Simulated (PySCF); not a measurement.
The multiplicity is imposed and other spin states were not computed.

```xyz
7

Cu     0.0380    -0.0096    -0.0227
N      1.6469    -0.4711    -1.0331
H      1.9256     0.2740    -1.6862
H      1.5236    -1.3228    -1.5976
H      2.4572    -0.6411    -0.4217
C     -1.4685     0.4233     0.9249
N     -2.4352     0.7014     1.5346
```

Charge 0, multiplicity 1.

### Question
Give the Mulliken and meta-Löwdin atomic charges from TPSSh-D3(BJ)/def2-TZVP // TPSS-D3(BJ)/def2-SVP run with PySCF.

### Answer

```json
[
 {"atom": "Cu1", "Mulliken (e)": "0.00", "meta-Löwdin (e)": "0.43"},
 {"atom": "N2", "Mulliken (e)": "-0.53", "meta-Löwdin (e)": "-0.59"},
 {"atom": "H3", "Mulliken (e)": "0.30", "meta-Löwdin (e)": "0.26"},
 {"atom": "H4", "Mulliken (e)": "0.30", "meta-Löwdin (e)": "0.26"},
 {"atom": "H5", "Mulliken (e)": "0.30", "meta-Löwdin (e)": "0.26"},
 {"atom": "C6", "Mulliken (e)": "-0.25", "meta-Löwdin (e)": "-0.34"},
 {"atom": "N7", "Mulliken (e)": "-0.10", "meta-Löwdin (e)": "-0.27"}
]
```
